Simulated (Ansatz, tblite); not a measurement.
Cost and result up the ladder for Si₃O₃⁻ (6 atoms). The state is a doublet with charge -1. Geometry: r2SCAN-D4/def2-SVPD.

Cartesian coordinates in Å:
```
Si -0.642 0.133 -0.926
Si 0.443 0.451 1.826
Si 1.209 -1.325 -0.610
O -0.674 0.874 0.636
O -1.711 0.577 -1.978
O 1.376 -0.710 1.052
```

Ansatz on 4 threads of Intel Xeon on a shared host; xTB runs through tblite on one thread. Times are rough, summed over both states, and most runs start from the orbitals of an earlier one. ωB97M-V/def2-TZVPD serves as the yardstick here, not as an exact answer. The other state is a singlet.

The xTB rows come from tblite. The structure comes from a short search, and lower isomers may exist.

Raw xTB energies of ions are shifted by several eV, and xTB has no spin-polarisation term.

```csv
level,functions,vertical IE (eV),difference from ωB97M-V/def2-TZVPD (eV)
GFN1-xTB,39,4.98,2.58
GFN2-xTB,39,4.56,2.16
ωB97M-V/def2-TZVPD (with forces),249,2.40,0.00
PBE0-D4/def2-TZVPD,249,2.69,0.29
PBE-D4/def2-TZVPD,249,2.61,0.22
```

**Question.** Estimate how long each takes.

**Answer.** GFN1-xTB 0.012 s; GFN2-xTB 0.015 s; PBE-D4/def2-TZVPD 5.9 s; PBE0-D4/def2-TZVPD 11 s; ωB97M-V/def2-TZVPD (with forces) 28 s. On shared hardware such times vary by a factor of up to 3.
